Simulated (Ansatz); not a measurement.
C₂H₆AlFOSi, relaxed with RKS PBE0-D4/def2-TZVP in the Gaussian-basis code of Ansatz from a PBE-D4/def2-SVP geometry. The force threshold is 0.005 eV/Å; the program also tests the step.

Total charge 0; spin multiplicity 1. The bonds changed during the relaxation, so this is another structure than the one it started from.

Start:

```xyz
12

O     0.752    1.581    0.212
C     1.481    0.609    0.491
Si    0.648   -1.152    0.403
F     1.800   -2.151   -0.217
C    -0.849   -0.780   -0.582
Al   -1.167    1.220   -0.333
H     2.535    0.849    0.792
H     0.428   -1.553    1.835
H    -1.714   -1.402   -0.271
H    -0.666   -0.946   -1.666
H    -1.935    1.643    1.014
H    -1.311    2.082   -1.678
```

Task: By how much does the energy fall, and how many steps does the optimiser take? (Estimate.)

Result: Computed: 0.08 eV, in 7 steps, 1 of them rejected.

Task: Which bonds change most? (An estimate is asked.)

Result: Ansatz gave: Si3–F4 from 1.646 to 1.601 Å; O1–Al6 from 2.027 to 1.992 Å; Si3–C5 from 1.830 to 1.806 Å; Si3–H8 from 1.504 to 1.484 Å.

Task: Give the relaxed structure. (Best estimate.)

Result: Computed: 
```xyz
12

O     0.748    1.563    0.203
C     1.468    0.604    0.480
Si    0.639   -1.144    0.397
F     1.766   -2.116   -0.194
C    -0.834   -0.781   -0.582
Al   -1.140    1.204   -0.321
H     2.504    0.845    0.773
H     0.407   -1.526    1.812
H    -1.693   -1.383   -0.278
H    -0.656   -0.932   -1.652
H    -1.907    1.610    1.016
H    -1.302    2.056   -1.653
```
